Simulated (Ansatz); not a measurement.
`CO[Si]Cl` + H₂ → `CO[SiH]` + HCl at 298.15 K and 1 bar (hydrogenolysis of the Si–Cl bond).

Computed with Ansatz on PBE0-D4/def2-TZVP structures; ΔE is electronic, products minus reactants. CBS: MP2 limit from def2 TZ/QZ plus the TZ coupled-cluster correction, frozen cores. This one scheme is used for every species. One conformer a species, not always the lowest.

```json
{"species": "`CO[Si]Cl`", "CCSD(T)/CBS energy (Eh)": "-863.93892", "H − E (kJ/mol)": "132.7", "S (J/(mol·K))": "321.4"}
{"species": "H₂", "CCSD(T)/CBS energy (Eh)": "-1.17544", "H − E (kJ/mol)": "35.1", "S (J/(mol·K))": "130.4"}
{"species": "`CO[SiH]`", "CCSD(T)/CBS energy (Eh)": "-404.67988", "H − E (kJ/mol)": "143.4", "S (J/(mol·K))": "279.5"}
{"species": "HCl", "CCSD(T)/CBS energy (Eh)": "-460.38127", "H − E (kJ/mol)": "26.6", "S (J/(mol·K))": "186.8"}
```

H − E and S are ideal-gas, rigid-rotor, harmonic terms from PBE0-D4/def2-TZVP, for one conformer and one mirror image of each species. The MP2-based limit puts H₂ 0.8 mEh under its directly extrapolated value; such offsets cancel only in part. 1 Eh = 2625.50 kJ/mol, R = 8.31446 J/(mol·K).

Q: By hand: ΔE, ΔH, ΔS and ΔG.

A: ΔE = (-404.67988) + (-460.38127) − (-863.93892) − (-1.17544) = 0.05321 Eh = 139.7 kJ/mol. Δ(H − E) = 143.4 + 26.6 − 132.7 − 35.1 = 2.2, so ΔH = 141.9 kJ/mol. ΔS = 279.5 + 186.8 − 321.4 − 130.4 = 14.5 J/(mol·K). ΔG = 141.9 − 298.15 × (14.5)/1000 = 137.6 kJ/mol.

Q: By hand: the equilibrium constant, and the temperature at which ΔG would vanish if ΔH and ΔS stayed fixed.

A: log₁₀ K = −ΔG/(RT ln 10) = -24.1. ΔG = 0 at ΔH/ΔS = 9786 K, far beyond where these terms or the molecules hold.

The number of gas molecules stays the same, so ΔS is small and ΔH decides. A doubt of 5 kJ/mol in ΔE shifts log₁₀ K by 0.9 here. Other conformers and mirror images would add mixing entropy, several J/(mol·K) or more a flexible species. These are equilibria of isolated gas molecules and say nothing of rates. Largest T1 diagnostic: 0.015 (customary marks: 0.02 for closed shells, 0.045 for open ones).
